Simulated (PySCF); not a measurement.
# Electron correlation in Au²⁺ (gold, charge +2)

[Xe] 4f14 5d8 6p1, one real determinant (an excited configuration). Calculation: PySCF 2.14, in x2c-TZVPPall (11s7p7d3f1g, 97 functions); scalar relativity by spin-free X2C-1e. Frozen: [Xe] 4f14; 9 electrons correlated.

| level | correlation energy (mhartree) |
| --- | --- |
| CCSD | -212.32 |
| (T) | -6.89 |
| CCSD(T) | -219.21 |

Diagnostics: T1 = 0.0087, D1 = 0.0311, largest double amplitude 0.050.

The real determinant used has ⟨L²⟩ near 14 against 20 for a pure G term, so it mixes terms. Spin-orbit coupling, absent here, splits the open shell strongly.

Cost of the coupled-cluster step: roughly 29 core-seconds, for 9 correlated electrons.

The reference is one real determinant that mixes LS terms of this configuration.
